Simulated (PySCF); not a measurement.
C₂H₄F₂Si, SMILES F[SiH2]C(=C)F. Atoms are numbered in the order given.

```xyz
9

C     -1.3904     1.2054     0.0000
C     -0.0990     0.8658     0.0000
F      0.8647     1.8264     0.0000
Si     0.5981    -0.8797     0.0000
F     -0.6855    -1.8856     0.0000
H     -2.1486     0.4205     0.0000
H     -1.7097     2.2511     0.0000
H      1.4046    -1.1243    -1.2187
H      1.4046    -1.1243     1.2187
```

Geometry: TPSSh-D3(BJ)/def2-SVP. The structure was generated by enumeration, and PubChem lists no compound with its InChIKey, so it may never have been made. One conformer was computed; it need not be the lowest.

These are CAM-B3LYP/def2-TZVP (PySCF) values and carry that method's errors.

Symmetry labels are those of the subgroup Cs that the program uses (full group Cs).

Computed valence orbital energies around the gap with their symmetry:
```csv
orbital,symmetry,energy (eV)
HOMO−7,A",-14.93
HOMO−6,A',-14.42
HOMO−5,A",-14.30
HOMO−4,A',-13.67
HOMO−3,A',-13.15
HOMO−2,A",-11.51
HOMO−1,A',-11.00
HOMO,A",-9.33
LUMO,A",0.52
LUMO+1,A',0.76
LUMO+2,A',2.07
LUMO+3,A',2.84
```
